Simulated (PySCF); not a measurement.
Geometry (Å), atoms numbered from 1 in this order:
```xyz
18

C     3.0663    0.1625   -0.2034
O     1.6800    0.3256   -0.1738
Si    0.5515   -0.8192   -0.0115
C    -1.0881    0.1730   -0.0100
C    -2.2900   -0.7476   -0.1488
C    -1.1285    1.2936   -1.0371
F    -1.1941    0.7770    1.2585
H     3.4210   -0.3129    0.7129
H     3.5209    1.1489   -0.2980
H     3.3614   -0.4569   -1.0531
H     0.6825   -1.5608    1.2435
H     0.5743   -1.7530   -1.1444
H    -2.2556   -1.2554   -1.1078
H    -3.2158   -0.1778   -0.0808
H    -2.2846   -1.4931    0.6423
H    -2.0532    1.8620   -0.9437
H    -1.0685    0.8750   -2.0378
H    -0.2883    1.9654   -0.8835
```

Geometry: GFN2-xTB; GIAO shifts from PySCF 2.14, gas phase, non-relativistic, averaged over equivalent atoms.

At PBE0/6-31G (89 basis functions, 11 s wall time on 1 thread of an Arm Neoverse V2, shared host):
| atoms | δ (ppm) |
| --- | --- |
| C4 | 90.2 |
| C1 | 52.3 |
| C5/C6 | 26.7 |
| O2 | -34.8 |
| Si3 | 12.6 |
| F7 | -204.6 |
| H11/H12 | 4.94 |
| H8/H9/H10 | 4.01 |
| H13/H14/H15/H16/H17/H18 | 1.65 |

References, each an isolated molecule treated in the same way: TMS for ¹³C (σ = 201.73 ppm), ²⁹Si (σ = 441.97 ppm), ¹H (σ = 33.07 ppm); ¹⁷O (σ = 321.08 ppm) against H2O; CFCl3 for ¹⁹F (σ = 170.58 ppm).

Problem. What do these become at CAM-B3LYP/pcSseg-1?

Solution. 
```json
{"atoms": "C4", "δ at CAM-B3LYP/pcSseg-1": "94.6", "change": "+4.4"}
{"atoms": "C1", "δ at CAM-B3LYP/pcSseg-1": "54.4", "change": "+2.1"}
{"atoms": "C5/C6", "δ at CAM-B3LYP/pcSseg-1": "26.4", "change": "-0.3"}
{"atoms": "O2", "δ at CAM-B3LYP/pcSseg-1": "-4.4", "change": "+30.4"}
{"atoms": "Si3", "δ at CAM-B3LYP/pcSseg-1": "-20.7", "change": "-33.3"}
{"atoms": "F7", "δ at CAM-B3LYP/pcSseg-1": "-196.1", "change": "+8.5"}
{"atoms": "H11/H12", "δ at CAM-B3LYP/pcSseg-1": "4.59", "change": "-0.35"}
{"atoms": "H8/H9/H10", "δ at CAM-B3LYP/pcSseg-1": "3.91", "change": "-0.10"}
{"atoms": "H13/H14/H15/H16/H17/H18", "δ at CAM-B3LYP/pcSseg-1": "1.39", "change": "-0.26"}
```

δ = σ(ref) − σ, references computed at the same level: TMS for ¹³C (σref 185.10) and ²⁹Si (σref 340.86) and ¹H (σref 31.78); ¹⁷O (σref 340.17) vs H2O; ¹⁹F (σref 183.22) against CFCl3.

The largest change is at Si3 (silicon bonded to C, O, 2 H). Cost: 181 basis functions, 32 s wall time on 1 thread of an Arm Neoverse V2, shared host. The order of the carbon signals is the same at both levels.

Unscaled 19F shifts against computed CFCl3 carry errors that often reach 10 to 50 ppm. Experimental scales use liquid or dissolved standards, which lie at an offset from isolated H2O (liquid H2O: subtract about 36 ppm).
